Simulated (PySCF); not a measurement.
**Electronic structure of Ga⁻ (gallium, charge -1) at the UHF level**

Configuration: [Ar] 3d10 4s2 4p2, high-spin 3P determinant. Calculation: PySCF 2.14, in aug-cc-pwCVTZ-PP with ECP10MDF (8s7p6d4f1g, 96 functions); scalar relativity through the core potential.

* Total energy: -258.299798 hartree
* One-electron energy: -467.2558 hartree
* Hartree (Coulomb) energy: 230.8007 hartree
* Exchange energy: -21.8446 hartree
* ⟨S²⟩: 2.0131
* ⟨L²⟩: 2.027
* Sum of ⟨r⟩: 27.62 bohr
* Sum of ⟨r²⟩: 82.53 bohr²
* Traceless quadrupole moment −½Σ⟨3z² − r²⟩ along its main axis: 11.2 e·bohr²

| shell | electrons | mean orbital energy (hartree) | spread (hartree) | rms radius, mean of both spins (bohr) |
| --- | --- | --- | --- | --- |
| 3s α | 1 | -6.39890 | 0 | 0.701 |
| 3s β | 1 | -6.39865 | 0 | 0.701 |
| 3p α | 3 | -4.38105 | 0.00020 | 0.739 |
| 3p β | 3 | -4.37960 | 0.00633 | 0.739 |
| 3d α | 5 | -0.97325 | 0.00419 | 0.894 |
| 3d β | 5 | -0.97276 | 0.00662 | 0.894 |
| 4s α | 1 | -0.28933 | 0 | 2.78 |
| 4s β | 1 | -0.20715 | 0 | 2.78 |
| 4p α | 2 | -0.01886 | 0.00002 | 5.24 |

Energies and moments cover only the electrons outside the core potential.
